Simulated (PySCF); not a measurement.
Te(Me)(GeH3), CH6GeTe, SMILES C[Te][GeH3] (PBE0/def2-SVP optimised geometry):

```
9

Te    -0.419    -1.047     0.000
C      1.746    -1.047     0.000
H      2.058    -2.100    -0.018
H      2.123    -0.567     0.911
H      2.123    -0.537    -0.895
Ge    -0.620     1.501     0.000
H     -2.123     1.828    -0.005
H      0.043     2.100     1.256
H      0.051     2.099    -1.252
```

Computed with PySCF with PBE0/def2-TZVP, def2 effective core potentials past Kr.

Question: What are the frontier orbital energies and the dipole moment?

Answer: HOMO-2 -9.00 eV, HOMO-1 -7.98 eV, HOMO -6.07 eV, LUMO -0.82 eV, LUMO+1 -0.08 eV; dipole moment 1.14 D.

On the same geometry PBE/def2-TZVP, def2 effective core potentials past Kr run with PySCF gives HOMO-2 -7.86 eV, HOMO-1 -6.97 eV, HOMO -5.04 eV, LUMO -1.61 eV, LUMO+1 -0.94 eV; dipole moment 1.08 D.
